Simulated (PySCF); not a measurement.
Polarisability and C₆ of Re²⁺ (rhenium, charge +2)

[Xe] 4f14 5d5, high-spin 6S determinant. Computed with PySCF 2.14 in aug-cc-pwCVTZ-PP with ECP60MDF, with scalar relativity through the core potential. Coupled (time-dependent) response in atomic units; α is the mean over directions.

```
method  mean α (bohr³)  C₆ (like pair)  S(−4)
   UHF           11.07           67.66  38.97
   PBE           12.40           76.70  54.89
```

S(−4) is the Cauchy moment in α(ω) = α(0) + S(−4) ω² + …

α(iu) at PBE:

```
u (hartree)  α(iu) (bohr³)
          0          12.40
     0.0500          12.26
      0.100          11.89
      0.200          10.71
      0.300          9.410
      0.500          7.277
      0.750          5.482
       1.00          4.280
       1.50          2.808
       2.00          1.969
       3.00          1.104
       5.00         0.4747
```

A single London oscillator, α(iu) = α/(1 + u²/ω²), gives C₆ = (3/4) ω α². Matching the computed C₆ needs ω = 4 × 76.70 / (3 × 12.40²) = 0.665 hartree.

For an ion, C₆ is the dispersion term alone; charge-induced terms of lower order in 1/R come first.

Energies and moments cover only the electrons outside the core potential. Spin-orbit coupling, which splits the p, d and f shells strongly at this Z, is absent.
